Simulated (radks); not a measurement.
Values are calculated unless marked as measured or tabulated.
Initial-state core-level shifts of the aluminium ion Al+ when its valence configuration changes from [Ne] 3s2. Level of theory: non-relativistic Kohn-Sham, PBE, spin-polarised, spherical densities, point nucleus; open shells are filled with parallel spins first (a radial shooting solver on a logarithmic mesh with Libxc functionals). Shifts are changes of the shell-averaged eigenvalues in eV (positive: less bound); the change of the density at the nucleus, which sets a Mossbauer isomer shift, is in e/bohr^3, on a base of 1407.

[
 {"valence": "3s1 3p1", "1s": "-1.407", "2s": "-1.396", "2p": "-1.380", "density at nucleus": "-3.1476"},
 {"valence": "3p2", "1s": "-3.081", "2s": "-3.033", "2p": "-3.001", "density at nucleus": "-6.5152"},
 {"valence": "3s1.5 3p0.5", "1s": "-0.802", "2s": "-0.787", "2p": "-0.780", "density at nucleus": "-1.5377"},
 {"valence": "3s0.5 3p1.5", "1s": "-2.249", "2s": "-2.220", "2p": "-2.196", "density at nucleus": "-4.8228"}
]
